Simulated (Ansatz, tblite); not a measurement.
Forces on the cluster Hg4S3 at its r2SCAN-D4/def2-SVP geometry. Total charge 0; singlet.

In the def2 sets Hg takes a core potential; there is no spin–orbit coupling. The xTB rows come from tblite. Another isomer (singlet) lies 1.31 eV lower at PBE0-D4/def2-TZVP; other spin states weren't run for this one.

GFN1-xTB (tblite), largest force 1.16 eV/Å:

```xyz
7
positions Å, forces eV/Å
Hg    2.477   -0.671    0.763    0.362   -0.083   -0.043
Hg   -3.075    2.305    0.257    0.080   -0.093   -0.079
Hg    1.908   -0.615   -1.891    0.130   -0.020    0.065
Hg   -0.921   -0.063   -0.574   -1.107    0.354   -0.057
S     0.695   -0.924    2.526   -0.088    0.180    0.243
S    -0.370   -0.464   -2.881    0.238   -0.046   -0.309
S    -0.714    0.432    1.800    0.384   -0.293    0.180
```

GFN2-xTB (tblite), largest force 1.37 eV/Å:

```
Hg 0.821 0.080 -0.199
Hg 0.081 -0.157 -0.183
Hg 0.524 -0.071 -0.002
Hg -0.750 0.246 -0.014
S -1.242 0.520 0.243
S -0.431 0.056 -0.445
S 0.997 -0.673 0.599
```

PBE-D4/def2-TZVP (Ansatz), largest force 0.33 eV/Å:

```
Hg -0.118 -0.035 0.116
Hg -0.059 0.049 -0.022
Hg -0.219 0.017 -0.028
Hg 0.075 0.001 -0.005
S -0.035 0.215 -0.217
S 0.151 0.015 0.193
S 0.205 -0.261 -0.038
```
